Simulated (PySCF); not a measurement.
C₃H₈Si, SMILES C/C=C\[SiH3]. Coordinates come from a PBE-D3(BJ)/def2-SVP optimisation.

Computed equilibrium geometry at PBE-D3(BJ)/def2-SVP (PySCF confirms it by a frequency run) as a Z-matrix, and its point group:
point group Cs.
```
C
C 1 1.3529
H 1 1.1050 2 117.33
H 2 1.1076 1 118.48 3 0.00
C 2 1.4981 4 115.15 1 180.00
H 5 1.1087 2 112.75 4 180.00
H 5 1.1116 6 107.95 2 -122.89
H 5 1.1116 6 107.95 7 -114.23
Si 1 1.8827 3 117.09 2 180.00
H 9 1.5043 1 109.02 3 0.00
H 9 1.5081 10 108.18 1 -122.12
H 9 1.5081 10 108.18 11 -115.76
```
